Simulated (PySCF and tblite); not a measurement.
Values are calculated unless marked as measured or tabulated.
C₅H₁₀OS, numbered as in [O:1]=[S:2]1[CH2:3][CH2:4][CH2:5][CH2:6][CH2:7]1.

Search: ETKDG and KDG, MMFF94s, GFN2-xTB, 90 starts; geometries at PBE0-D3(BJ)/def2-SVP. Free energies are PBE0-D3(BJ)/def2-TZVP single points with GFN2-xTB rigid-rotor and vibrational terms (modes under about 100 cm⁻¹ blended into free rotors). Symmetry numbers and mirror images are counted. Conformers within 4 kcal/mol (GFN2-xTB free energy) were kept, 5 at most. (PySCF 2.14, tblite 0.8.)

Rotational constants are equilibrium values for the commonest isotopes; dipoles come from the energy level named.

The 6-ring runs over atoms 2–3–4–5–6–7. Of a mirror pair one member is shown.

```
conformer                                                        shape   symmetry  weight %
        1                                      6-ring chair (O1 axial)         Cs      72.2
        2                   6-ring chair (all substituents equatorial)         Cs      27.8
        3  6-ring twist-boat (ring torsions -68, 37, 34, -74, 38, 26°)  C1 (pair)       0.0
```

Sets of constants, in random order:

| set | A (MHz) | B (MHz) | C (MHz) | abs μa (D) | abs μb (D) | abs μc (D) |
| --- | --- | --- | --- | --- | --- | --- |
| P | 3628 | 1947 | 1551 | 3.90 | 0.43 | 1.65 |
| Q | 3185 | 2188 | 1736 | 2.66 | 0.00 | 2.77 |
| R | 3926 | 1848 | 1398 | 4.61 | 0.00 | 0.32 |

**Question.** Match each set to its conformer.

**Answer.** P is conformer 3, Q is conformer 1, R is conformer 2.
